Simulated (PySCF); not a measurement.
# Os: excitation energy

Os [Xe] 4f14 5d6 6s2 (5D) → Os [Xe] 4f14 5d7 6s1 (5F), as a difference of total energies. Computed with PySCF 2.14 in aug-cc-pVTZ-PP with one added diffuse shell each of s, p, d, f, g type with ECP60MDF (7s7p6d4f3g, 113 functions), with a scalar-relativistic core potential. Correlated levels: valence: 5s2 5p6 frozen. The calculations carry no spin-orbit coupling.

```tsv
method	excitation energy (eV)	error (eV)
UHF	0.694	-0.104
LDA	0.617	-0.181
PBE0	0.393	-0.405
r2SCAN	0.471	-0.327
M06-L	0.578	-0.220
PW91	0.376	-0.422
MP2 (valence)	0.613	-0.185
SCS-MP2 (valence)	0.624	-0.174
```

Reference: 0.798 eV (measured; NIST levels, between the centres of gravity of the two terms).

Errors of the correlated levels include the incompleteness of this basis and the frozen core.
